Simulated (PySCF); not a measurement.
**Successive S–F bond energies**

Computed with PySCF, PBE0, basis S def2-TZVP, F def2-TZVP (no relativity, density fitting).

Each entry is the lowest minimum that a search over a few typed start shapes (and spin states, where more than one is plausible) found, or that minimum re-optimised at the stated level; isomers with ligand–ligand bonds, or fragments after loss of a ligand pair, can lie lower.

Total energies (Eh), which compare only within these settings: F atom -99.67618.

```json
{"species": "SF₂", "2S+1": "1", "group": "C2v", "E (Eh)": "-597.60095", "ZPE (kJ/mol)": "12.3"}
{"species": "SF₃", "2S+1": "2", "group": "Cs", "E (Eh)": "-697.37437", "ZPE (kJ/mol)": "19.0"}
{"species": "SF₄", "2S+1": "1", "group": "C2v", "E (Eh)": "-797.19836", "ZPE (kJ/mol)": "31.0"}
{"species": "SF₅", "2S+1": "2", "group": "C4v", "E (Eh)": "-896.94544", "ZPE (kJ/mol)": "40.8"}
{"species": "SF₆", "2S+1": "1", "group": "Oh", "E (Eh)": "-996.78262", "ZPE (kJ/mol)": "56.0"}
```

(1) What are De and D0 for SF₃ → SF₂ + F?

(2) What are De and D0 for SF₄ → SF₃ + F?

(3) What are De and D0 for SF₅ → SF₄ + F?

(4) What are De and D0 for SF₆ → SF₅ + F?

Answers

(1) De = [(-597.60095) + (-99.67618) − (-697.37437)] × 2625.5 = 255 kJ/mol. The zero-point energy changes by -6.7 kJ/mol, so D0 = 249 kJ/mol.

(2) De = [(-697.37437) + (-99.67618) − (-797.19836)] × 2625.5 = 388 kJ/mol. The zero-point energy changes by -12.0 kJ/mol, so D0 = 376 kJ/mol.

(3) De = [(-797.19836) + (-99.67618) − (-896.94544)] × 2625.5 = 186 kJ/mol. The zero-point energy changes by -9.8 kJ/mol, so D0 = 176 kJ/mol.

(4) De = [(-896.94544) + (-99.67618) − (-996.78262)] × 2625.5 = 423 kJ/mol. The zero-point energy changes by -15.3 kJ/mol, so D0 = 407 kJ/mol.

Atoms and open shells are unrestricted, without spin–orbit or basis-set superposition corrections.
